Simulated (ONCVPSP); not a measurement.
Pseudopotential generation for P (Z = 15): ONCV, PBE, scalar-relativistic.

Input for ONCVPSP 4.0.1:

```
# ATOM AND REFERENCE CONFIGURATION
# atsym  z   nc   nv     iexc    psfile
  P 15.00    3    2        4      upf
#
#   n    l    f
    1    0    2.00
    2    0    2.00
    2    1    6.00
    3    0    2.00
    3    1    3.00
#
# PSEUDOPOTENTIAL AND OPTIMIZATION
# lmax
    2
#
#   l,   rc,      ep,       ncon, nbas, qcut
    0    1.75    0.00    4    7    4.00
    1    1.65    0.00    4    8    6.00
    2    1.60    0.05    4    8    5.80
#
# LOCAL POTENTIAL
# lloc, lpopt,  rc(5),   dvloc0
    4    5    1.40    0.00
#
# VANDERBILT-KLEINMAN-BYLANDER PROJECTORs
# l, nproj, debl
    0    2    1.00
    1    2    0.60
    2    1    2.30
#
# MODEL CORE CHARGE
# icmod, fcfact, rcfact
    3    5.50    1.20
#
# LOG DERIVATIVE ANALYSIS
# epsh1, epsh2, depsh
   -2.00    5.00    0.02
#
# OUTPUT GRID
# rlmax, drl
    6.00    0.01
#
# TEST CONFIGURATIONS
# ncnf
    4
# nvcnf
#   n    l    f
    2
    3    0    2.00
    3    1    2.00
#
    2
    3    0    2.00
    3    1    1.00
#
    2
    3    0    2.00
    3    1    0.00
#
    2
    3    0    1.00
    3    1    4.00
#
```

Command:

```bash
oncvpsp.x < P.dat > P.out
```

Output (shortened: citation, most of the input echo, consistency checks and plot data are left out):

```
ONCVPSP  (Optimized Norm-Conservinng Vanderbilt PSeudopotential)
scalar-relativistic version 4.0.1

#   n    l    f        energy (Ha)
    1    0    2.00    -7.6591891E+01
    2    0    2.00    -6.3940627E+00
    2    1    6.00    -4.5750485E+00
    3    0    2.00    -5.1336413E-01
    3    1    3.00    -2.0237180E-01

Reference configufation results
  iterations    26
  all-electron total energy (Ha)   -3.41902143D+02

Begin loop to  construct optimized pseudo wave functions
and semi-local pseudopoentials for all angular momenta

   Wellstate for l =  0  n =  4
     eigenvalue =   0.4866
     asymptotic potential =   0.9866
     half-point radius =  4.0327

Calculating optimized projector #   1

 for l=   0

    Fraction of norm inside rc  0.473889
    Optimizing pswf for qcut=   3.99 a_B^-1,  ecut=   7.98 Ha
    Residual kinetic energy error=  2.39D-03 Ha

    Energy error per electron        Cutoff
         Ha          eV             Ha
         0.01000     0.27211        5.98
         0.00100     0.02721       13.57
         0.00010     0.00272       35.33
         0.00001     0.00027       42.41

Calculating optimized projector #   2

 for l=   0

    Fraction of norm inside rc  0.161685
    Optimizing pswf for qcut=   3.99 a_B^-1,  ecut=   7.98 Ha
    Residual kinetic energy error=  2.56D-03 Ha

    Energy error per electron        Cutoff
         Ha          eV             Ha
         0.01000     0.27211        6.15
         0.00100     0.02721        9.47
         0.00010     0.00272       24.65
         0.00001     0.00027       50.40

   Wellstate for l =  1  n =  4
     eigenvalue =   0.3976
     asymptotic potential =   0.8976
     half-point radius =  5.5553

Calculating optimized projector #   1

 for l=   1

    Fraction of norm inside rc  0.259448
    Optimizing pswf for qcut=   6.01 a_B^-1,  ecut=  18.04 Ha
    Residual kinetic energy error=  1.09D-06 Ha

    Energy error per electron        Cutoff
         Ha          eV             Ha
         0.01000     0.27211        2.98
         0.00100     0.02721        5.64
         0.00010     0.00272       12.40
         0.00001     0.00027       15.55

Calculating optimized projector #   2

 for l=   1

    Fraction of norm inside rc  0.127849
    Optimizing pswf for qcut=   6.01 a_B^-1,  ecut=  18.04 Ha
    Residual kinetic energy error=  4.33D-05 Ha

    Energy error per electron        Cutoff
         Ha          eV             Ha
         0.01000     0.27211        3.12
         0.00100     0.02721        4.72
         0.00010     0.00272       11.50
         0.00001     0.00027       73.81

   Wellstate for l =  2  n =  3
     eigenvalue =   0.0500
     asymptotic potential =   0.5500
     half-point radius = 29.2420

Calculating optimized projector #   1

 for l=   2

    Fraction of norm inside rc  0.004733
    Optimizing pswf for qcut=   5.81 a_B^-1,  ecut=  16.86 Ha
    Residual kinetic energy error=  1.62D-05 Ha

    Energy error per electron        Cutoff
         Ha          eV             Ha
         0.01000     0.27211        1.27
         0.00100     0.02721        6.18
         0.00010     0.00272       12.43
         0.00001     0.00027       18.98

Construct Vanderbilt / Kleinmman-Bylander projectors

B matrix Hermiticity error, ll=   0
   1   2    4.9077E-05

  Orthonormal projector coefficients  5.6075E+00  1.1870E+00

B matrix Hermiticity error, ll=   1
   1   2    1.8647E-05

  Orthonormal projector coefficients  2.7024E+00  9.7065E-01

Model core correction analysis
  based on d2Exc/dn_idn_j

d2excae - all-electron derivatives

   -3.600912D-02   -2.855045D-02
   -2.855124D-02   -2.687748D-02

d2excps - pseudofunction derivatives with no core correction

   -3.836308D-02   -2.986749D-02
   -2.986964D-02   -2.761718D-02

rms 2nd derivative error    1.546050E-03

rmatch, rhocmatch    1.0471    1.1521

Teter function model core charge with specified parameters

d2excps - pseudofunction derivatives with core correction

   -3.638142D-02   -2.904388D-02
   -2.904595D-02   -2.725866D-02

rms 2nd derivative error    4.393531E-04

Pseudoatom total energy   -6.424923

Diagnostic tests using Vanderbilt-Kleinman-Bylander pseudopotentials
  1 or more projectors used as specified by nproj input data

   l    rcore       rmatch      e in        delta e   norm test  slope test

   0   1.7514983   1.8046776  -0.5133641  -0.0000032   1.0000315   1.0000479
   0   1.7514983   1.8046776   0.4866359   0.0000003   1.0001143   1.0001143

   1   1.6596935   1.7100854  -0.2023718   0.0000005   1.0000230   1.0000024
   1   1.6596935   1.7100854   0.3976282   0.0000043   1.0000907   1.0000907

   2   1.6011794   1.6497947   0.0500000   0.0000078   1.0000017   1.0000017

 Testing for bound ghosts
   n   l    E NL Schr. Eq   E Basis Diag.   E Cutoff

   1   0       -0.513367       -0.510890     60.98

   2   1       -0.202371       -0.182911    109.14

 Testing for highly-localized positive-energy ghosts
       l    <radius>/rc     E Basis Diag.   E Cutoff

       0        0.920183        6.035674     60.98  WARNING - GHOST(+)

Test configuration 0

   n   l     f        eae           eps        diff
   1   0  2.0000  -76.59189075
   2   0  2.0000   -6.39406272
   2   1  6.0000   -4.57504848
   3   0  2.0000   -0.51336413   -0.51336732   -3.19D-06
   3   1  3.0000   -0.20237180   -0.20237126    5.43D-07

    Total energies and differences
      AE_ref= -3.41902143D+02  AE_tst= -3.41902143D+02  dif=  0.00D+00
      PS_ref= -6.42492282D+00  PS_tst= -6.42492282D+00  dif=  1.78D-14
      PSP excitation error= -1.78D-14

Test configuration 1

   n   l     f        eae           eps        diff
   1   0  2.0000  -76.99054902
   2   0  2.0000   -6.78485345
   2   1  6.0000   -4.96658816
   3   0  2.0000   -0.85579034   -0.85565194    1.38D-04
   3   1  2.0000   -0.52239719   -0.52226726    1.30D-04

    Total energies and differences
      AE_ref= -3.41902143D+02  AE_tst= -3.41544589D+02  dif=  3.58D-01
      PS_ref= -6.42492282D+00  PS_tst= -6.06738732D+00  dif=  3.58D-01
      PSP excitation error=  1.82D-05

Test configuration 2

   n   l     f        eae           eps        diff
   1   0  2.0000  -77.48150135
   2   0  2.0000   -7.25895834
   2   1  6.0000   -5.44219278
   3   0  2.0000   -1.24787342   -1.24708813    7.85D-04
   3   1  1.0000   -0.89209700   -0.89124826    8.49D-04

    Total energies and differences
      AE_ref= -3.41902143D+02  AE_tst= -3.40840950D+02  dif=  1.06D+00
      PS_ref= -6.42492282D+00  PS_tst= -5.36412253D+00  dif=  1.06D+00
      PSP excitation error=  3.93D-04

Test configuration 3

   n   l     f        eae           eps        diff
   1   0  2.0000  -78.05541584
   2   0  2.0000   -7.80532563
   2   1  6.0000   -5.99094681
   3   0  2.0000   -1.67625132   -1.67337809    2.87D-03

    Total energies and differences
      AE_ref= -3.41902143D+02  AE_tst= -3.39748055D+02  dif=  2.15D+00
      PS_ref= -6.42492282D+00  PS_tst= -4.27295867D+00  dif=  2.15D+00
      PSP excitation error=  2.12D-03

Test configuration 4

   n   l     f        eae           eps        diff
   1   0  2.0000  -76.64992672
   2   0  2.0000   -6.45049880
   2   1  6.0000   -4.63105411
   3   0  1.0000   -0.53928213   -0.53957407   -2.92D-04
   3   1  4.0000   -0.22312553   -0.22310834    1.72D-05

    Total energies and differences
      AE_ref= -3.41902143D+02  AE_tst= -3.41588520D+02  dif=  3.14D-01
      PS_ref= -6.42492282D+00  PS_tst= -6.11113819D+00  dif=  3.14D-01
      PSP excitation error= -1.62D-04
```

The run took about 5 s on one core of a shared server CPU.
